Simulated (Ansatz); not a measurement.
System: C₃H₄NSSi, net charge 0, doublet state. It need not be the lowest isomer of its formula. 
Structure (B3LYP-D3(BJ)/def2-TZVP (Ansatz, a quantum-chemistry and plane-wave program) minimum search):
```
C
N 1 1.3149
C 2 1.3606 1 112.01
C 3 1.3677 2 115.66 1 -0.64
H 4 1.0772 3 128.21 2 179.80
H 3 1.0805 2 119.54 1 179.34
S 4 1.7106 5 121.92 3 179.44
Si 1 1.8514 2 123.88 3 176.31
H 8 1.4799 1 110.90 2 36.77
H 8 1.4831 9 112.90 1 -123.82
```
Charge 0, spin multiplicity 2.

Total electronic energies in hartree. Cores are frozen in the correlated levels unless marked. Open shells are spin-unrestricted. Spin-orbit coupling is left out. Non-relativistic. CBS(X,Y): correlation extrapolated as X^-3; Hartree-Fock from the larger set.

The UHF reference is spin-contaminated (<S^2> 0.31 over the pure value in the largest basis). 

```csv
level,program,energy (Eh)
SVWN5/def2-TZVPD,Ansatz,-855.17955
PBE-D4/def2-TZVPD,Ansatz + dftd4,-858.67707
revPBE-D4/def2-TZVPD,Ansatz + dftd4,-859.05415
B2GP-PLYP/def2-TZVPD,Ansatz,-858.67199
RI-MP2/cc-pV(T+d)Z,Ansatz,-857.80402
RI-MP2/cc-pV(Q+d)Z,Ansatz,-857.88720
SCS-MP2/6-31G*,Ansatz,-857.44187
SCS-MP2/cc-pV(Q+d)Z,Ansatz,-857.87554
"CCSD(T)/CBS(cc-pV(T+d)Z,cc-pV(Q+d)Z)",Ansatz,-858.0309
```

Totals of different functionals don't rank their quality; only differences between species are comparable.
